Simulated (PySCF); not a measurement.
# Property card for `C[SiH2]OCC(F)(F)F`

Species: C3H7F3OSi.
Bonds: C1–Si2, Si2–O3, O3–C4, C4–C5, C5–F6, C5–F7, C5–F8. Hydrogens: H9, H10, H11 on C1; H12, H13 on Si2; H14, H15 on C4.

Some functional groups and rings: CF3 group, C–F bond, Si–H bond and C–Si bond.

From PBE0-D3(BJ)/def2-SVP geometry optimisation, gas phase (PySCF):

* Rotational constants A, B, C: 3.980, 0.735, 0.708 GHz

**CAM-B3LYP/def2-SVPD ground state, ΔSCF and vertical TDDFT (core frozen in the response) (PySCF)**

- Dipole moment: 2.86 D
- HOMO energy: -10.03 eV
- LUMO energy: 1.08 eV
- HOMO–LUMO gap: 11.11 eV
- Lowest singlet excitation: 7.57 eV (164 nm, f = 0.005)
- Strongest line among the 10 lowest singlet transitions: S9 at 9.47 eV (131 nm, f = 0.285)
- Lowest triplet excitation (Tamm–Dancoff): 7.19 eV
- Static isotropic polarisability: 70.2 au
- Vertical ionisation energy: 10.88 eV
- Electronic spatial extent ⟨r²⟩ about the centre of nuclear charge: 1585 bohr²

From KT3/pcSseg-1 ground state and GIAO shieldings, non-relativistic (PySCF):

- 13C chemical shifts (computed TMS as zero) by class: 126.7 (C5), 65.7 (C4), -3.7 (C1) ppm
- 1H chemical shifts (computed TMS as zero) by class: 4.82 (H12/H13), 3.77 (H14/H15), 0.43 (H9/H10/H11) ppm
- Isotropic shieldings of nuclei other than C and H, by class: 304 (O3), 258 (F6/F7/F8), 372 (Si2) ppm

From delta-SCF UKS SCAN, pcX-2 on the ionised atom, pcseg-1 elsewhere, spin-free X2C; 2p3/2 from a spin–orbit splitting computed afterwards within the 2p shell (PySCF):

- Core binding energies: Si2p3/2 107.5 (Si2), C1s 290.6 (C1), C1s 293.3 (C4), C1s 298.2 (C5), O1s 538.6 (O3), F1s 693.9 (F6/F7/F8), Si1s 1847.4 (Si2) eV

Monoisotopic mass from the formula: 144.0218 u.

No computed singlet falls in the visible range (750 to 380 nm, 1.65 to 3.26 eV); S1 lies 4.31 eV above its blue end. The dipole equals about 9.5 × 10⁻³⁰ C·m (1 D = 3.33564 × 10⁻³⁰ C·m). The 10 singlets span 7.57 to 9.50 eV, and their oscillator strengths add up to 0.61. The rotational constants make it an asymmetric top with κ = (2B − A − C)/(A − C) = -0.98, nearer the prolate limit (−1). The principal polarisabilities are 63.4, 66.7 and 80.4 au; their mean is the isotropic value. S1 lies 3.54 eV below the HOMO–LUMO gap. The polarisability is 10.40 Å³ as a volume (1 au = 0.148185 Å³), or 0.95 au for each of the 74 electrons. The ΔSCF ionisation energy exceeds −ε(HOMO) by 0.85 eV with CAM-B3LYP.

One conformer (not necessarily the lowest) at the PBE0-D3(BJ)/def2-SVP geometry, without solvent or vibrations. NMR classes are plain means over equivalent atoms (diastereotopic ones count apart unless rotation or inversion swaps them), as if these changed places fast; in this geometry the members of some classes differ.

For the core-ionisation job (SCAN ΔSCF), time: 3.2 min of wall time; peak memory 0.72 GiB. Hardware: one thread of an Intel Xeon at 2.50 GHz, no GPU, on a shared host.

The values belong to the conformer `[CH3:1][SiH2:2][O:3][CH2:4][C:5]([F:6])([F:7])[F:8]`: C1–Si2–O3–C4 -179°, Si2–O3–C4–C5 -179°, O3–C4–C5–F6 61°.
